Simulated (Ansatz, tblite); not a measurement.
Cost and result up the ladder for MnO₃F (5 atoms). Total charge 0; singlet. Geometry: B3LYP-D4/def2-SVP.

Cartesian coordinates in Å:
```
Mn 0.0140 -0.0095 0.0435
O 1.0293 1.0736 0.4784
O -1.2241 0.0066 0.9708
O 0.6774 -1.4069 0.0515
F -0.4966 0.3362 -1.5442
```

Ansatz on 4 threads of Arm Neoverse V1 on a shared host; xTB runs through tblite on one thread. Times are rough, summed over both states, and most runs start from the orbitals of an earlier one. No level here is sound enough to serve as a yardstick. The other state is a triplet.

The xTB rows come from tblite. HOMO above LUMO, or a gap near zero within one spin, warns that the state may not be the lowest or that an electron is smeared out.

xTB has no spin-polarisation term.

```csv
level,functions,vertical triplet (eV),remarks
r2SCAN-D4/def2-TZVP,169,1.87,restricted SCF unstable in HF (singlet)
PBE-D4/def2-TZVP,169,2.15,gap within one spin near zero (triplet)
GFN1-xTB,25,2.50,–
GFN2-xTB,25,3.32,–
```

Question: Estimate how long each takes.

Answer: GFN2-xTB 0.006 s; GFN1-xTB 0.01 s; PBE-D4/def2-TZVP 9 s; r2SCAN-D4/def2-TZVP 24 s. On shared hardware such times vary by a factor of up to 3.
